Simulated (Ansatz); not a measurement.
A nudged elastic band was laid between two geometries of C2H10OSiSn (15 atoms, charge 0, multiplicity 1).

All numbers below come from Ansatz, RKS PBE-D4/def2-SVP.

```json
{
 "movable images": "7",
 "climbing image": "yes",
 "spring": "5.0 eV/Å²",
 "optimiser": "quadratic models (default)",
 "start path": "through a guess of the saddle point",
 "force threshold": "0.03 eV/Å",
 "iteration limit": "60",
 "end points": "relaxed"
}
```

Image 0:

```xyz
15
Properties=species:S:1:pos:R:3
C -0.998 1.067 1.797
Sn 0.487 -0.384 1.174
O 2.261 0.532 0.863
C -0.118 -1.335 -0.700
Si -0.121 -0.131 -2.147
H -1.929 0.548 2.097
H -0.613 1.650 2.656
H -1.221 1.754 0.957
H 0.890 -1.546 2.392
H 2.234 1.033 0.026
H -1.131 -1.764 -0.550
H 0.584 -2.174 -0.886
H 1.231 0.526 -2.282
H -1.130 0.963 -1.905
H -0.449 -0.789 -3.462
```

Image 8:

```xyz
15
Properties=species:S:1:pos:R:3
C -1.033 1.035 1.801
Sn 0.438 -0.430 1.177
O 2.240 0.454 0.944
C -0.135 -1.307 -0.743
Si -0.043 -0.064 -2.154
H -0.656 1.591 2.680
H -1.226 1.744 0.973
H -1.979 0.525 2.070
H 0.783 -1.637 2.367
H 2.250 0.976 0.119
H -1.168 -1.699 -0.637
H 0.540 -2.167 -0.930
H 1.342 0.528 -2.239
H -1.003 1.071 -1.904
H -0.370 -0.669 -3.495
```

(1) What changes between the two ends?

(2) What energy profile does the band end with?

(3) What is the geometry of the highest image?

Answers

(1) No bond is made or broken. The dihedral H7–C1–Sn2–O3 goes from -52 to 68°. The two ends are copies of one structure, up to a mirror image or an exchange of like atoms.

(2) It converged. The highest image is number 4 of 0 to 8, 0.013 eV above the ends, which have the same energy within 2 meV. A vibrational analysis at the climbing image gives one clearly imaginary mode, 60i cm⁻¹: a first-order saddle point.

| image | path coordinate (Å) | energy (eV) | dihedral H7–C1–Sn2–O3 (°) |
| --- | --- | --- | --- |
| 0 | 0.00 | 0.000 | -52 |
| 1 | 0.46 | 0.002 | -37 |
| 2 | 0.92 | 0.007 | -22 |
| 3 | 1.39 | 0.011 | -6 |
| 4 | 1.85 | 0.013 | 9 |
| 5 | 2.35 | 0.010 | 24 |
| 6 | 2.84 | 0.006 | 39 |
| 7 | 3.34 | 0.001 | 54 |
| 8 | 3.83 | 0.000 | 68 |

(3) 
```xyz
15
Properties=species:S:1:pos:R:3
C -1.012 1.069 1.720
Sn 0.433 -0.461 1.184
O 2.277 0.356 1.064
C -0.066 -1.333 -0.759
Si -0.121 -0.048 -2.135
H -1.387 0.895 2.746
H -0.516 2.058 1.680
H -1.858 1.058 1.006
H 0.673 -1.672 2.395
H 2.327 0.960 0.299
H -1.056 -1.825 -0.652
H 0.685 -2.120 -0.974
H 1.214 0.645 -2.255
H -1.149 1.006 -1.811
H -0.464 -0.639 -3.478
```

Time of the run: 2.1 min on 2 threads of Intel(R) Xeon(R) Platinum 8488C (Sapphire Rapids), with other jobs on the host, peak memory 0.21 GiB.
